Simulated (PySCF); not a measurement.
SMILES CB(C)C#C[Si](Cl)(Cl)Cl, GFN2-xTB optimised geometry. Atoms within 1.6 Å of the plane z = 1.5 Å (x, y, z in Å): Si1 (2.84, 0.00, -0.01), Cl2 (3.52, 1.74, 0.77), Cl3 (3.51, -1.54, 1.11), C5 (0.99, 0.00, 0.00), C6 (-0.22, 0.00, 0.00), B7 (-1.74, 0.00, 0.00), C8 (-2.49, -1.38, 0.00), C9 (-2.49, 1.38, 0.00), H10 (-2.52, -1.75, 1.02), H13 (-1.98, 2.14, 0.59), H14 (-3.52, 1.31, 0.34).

Computed with CAM-B3LYP/def2-TZVP run with PySCF.

Map of the electron localisation function on the plane z = 1.5 Å:

```
|                               |
|                               |
|                               |
|                               |
|                               |
|                               |
|                               |
|         -++.        :---:.    |
|        .#@@*       :=***+-:   |
|        :%@@#       -*%%%#*=.  |
|    .:. .*%%=       =#%@%%%*-  |
|    -*=:.-+=        :#%@%@%*-  |
|    =#*:...    .:.   +#%%%#*-  |
|    .=-. ..   .--:.  :+***+-.  |
|             .-==-:   ....     |
|             :==+=:.  ..       |
|             .-==-.  .=**+=:   |
|       .==:   :--:   =#%%%#*-  |
|      :#@@#:   ..   :#%*:%%#=. |
|      =@@@@+        =%%..#%#=. |
|      +@@@@#        +%@%+%%*-  |
|      -%@@@+        =#%%%#*=.  |
|       +%%*.        :=***+-:   |
|        ..           .:--:.    |
|                               |
|                               |
|                               |
|                               |
|                               |
|                               |
|                               |
```
Scale: ten equal steps from 0.000 (start of ' ') to 0.994 (end of '@'), in the order ' .:-=+*#%@'; x runs from -6.00 to 6.00, y from -6.00 (bottom) to 6.00 (top).
